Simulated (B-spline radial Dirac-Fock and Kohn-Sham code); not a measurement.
## Kohn-Sham estimates against Dirac-Fock for the levels of Cs²⁰⁺

System: cesium as Cs²⁰⁺, [Ar] 3d10 4s2 4p5.

The density-functional columns are spherical, spin-unpolarised Dirac-Kohn-Sham results without Breit or QED terms: −ε is minus the orbital energy of the initial state and ΔSCF the difference of two total energies. The reference in the last column comes from Dirac-Fock energy differences between relaxed states, corrected for Breit and QED terms. All numbers are from a radial B-spline solver, in eV; a selection of levels is shown. The Kohn-Sham columns are given as differences from the reference. For the 1s level of heavy atoms much of the gap between ΔSCF and the reference is the Breit and QED part, -131.4 eV here; for other levels the error of the functional can be larger.

| level | LDA −ε − DF | LDA ΔSCF − DF | Dirac-Fock |
| --- | --- | --- | --- |
| K | -273.8 | +120.3 | 36560.8 |
| L1 | -136.4 | -53.3 | 6294.0 |
| L2 | -104.7 | -4.1 | 5934.7 |
| M1 | -72.6 | -37.6 | 1763.8 |
| M2 | -59.5 | -23.4 | 1614.3 |
| M4 | -38.7 | -0.2 | 1286.1 |
| M5 | -39.1 | -1.0 | 1271.6 |
| N1 | -22.6 | -4.8 | 709.3 |
| N2,3 | -14.8 | +2.5 | 636.7 |

Values without a named source are computed, but for edge energies of neutral atoms, which are taken from tables.
